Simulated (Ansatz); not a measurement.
Reaction (redistribution): `[GeH3][GeH2][SiH2][GeH2][GeH3]` + `[SiH3][GeH2][SiH2][GeH2][SiH3]` → 2 `[SiH3][GeH2][SiH2][GeH2][GeH3]`

Program: Ansatz. Geometries: PBE0-D4/def2-TZVP. ΔE: electronic, gas phase. CBS: MP2 limit from def2 TZ/QZ plus the TZ coupled-cluster correction, frozen cores. For Ge outer-core shells are correlated without core-valence functions, which leaves a few kJ/mol of doubt a bond. Scalar relativity is left out up to krypton. Each species was taken in one conformer, which may not be the lowest.

`[GeH3][GeH2][SiH2][GeH2][GeH3]`:

Cartesian coordinates in Å:
```
Ge 2.237 -0.838 1.213
Ge 0.088 -0.046 2.005
Si -0.679 1.733 0.622
Ge -0.479 1.043 -1.646
Ge -1.456 -1.157 -1.929
H 3.258 0.313 1.221
H 2.770 -1.977 2.097
H 2.102 -1.355 -0.229
H 0.204 0.399 3.475
H -0.922 -1.208 1.941
H -2.101 2.052 0.924
H 0.142 2.950 0.872
H 1.013 0.976 -2.026
H -1.163 2.043 -2.597
H -1.361 -1.624 -3.391
H -0.717 -2.170 -1.039
H -2.936 -1.134 -1.513
```

`[SiH3][GeH2][SiH2][GeH2][SiH3]`:

```xyz
17

Si   -0.331    2.228    1.459
Ge    1.546    0.862    0.941
Si    1.405    0.107   -1.312
Ge   -0.767   -0.800   -1.669
Si   -1.290   -2.353    0.055
H    -0.267    2.724    2.859
H    -0.375    3.393    0.536
H    -1.579    1.438    1.285
H     1.553   -0.364    1.875
H     2.854    1.639    1.179
H     1.648    1.248   -2.237
H     2.433   -0.939   -1.575
H    -0.857   -1.482   -3.047
H    -1.794    0.348   -1.645
H    -1.254   -1.661    1.371
H    -2.641   -2.941   -0.142
H    -0.285   -3.449    0.068
```

`[SiH3][GeH2][SiH2][GeH2][GeH3]`:

Cartesian coordinates in Å:
```
Si 1.725 1.588 -1.275
Ge -0.573 1.794 -0.693
Si -0.946 0.861 1.465
Ge 0.056 -1.297 1.526
Ge -0.633 -2.578 -0.413
H 1.993 2.159 -2.622
H 2.562 2.301 -0.274
H 2.106 0.151 -1.276
H -1.426 1.025 -1.721
H -1.007 3.272 -0.735
H -0.347 1.742 2.505
H -2.406 0.739 1.734
H -0.323 -2.055 2.812
H 1.589 -1.145 1.501
H -2.165 -2.711 -0.440
H -0.016 -3.986 -0.397
H -0.186 -1.859 -1.697
```

```tsv
species	HF/CBS(def2) energy (Eh)
`[GeH3][GeH2][SiH2][GeH2][GeH3]`	-8597.60915
`[SiH3][GeH2][SiH2][GeH2][SiH3]`	-5024.67924
`[SiH3][GeH2][SiH2][GeH2][GeH3]`	-6811.14416
```

Work out ΔE.

ΔE = 2 × (-6811.14416) − (-8597.60915) − (-5024.67924) = 0.00007 Eh = +0.2 kJ/mol. CCSD(T)/CBS gives 0.0 kJ/mol.

Largest T1 diagnostic among the species: 0.012.

Leaving LDA and LC-ωPBE aside and taking each functional with its dispersion term where it has one, the values, not all of them listed here, spread over 0.2 kJ/mol, from revPBE-D4 to B2PLYP.
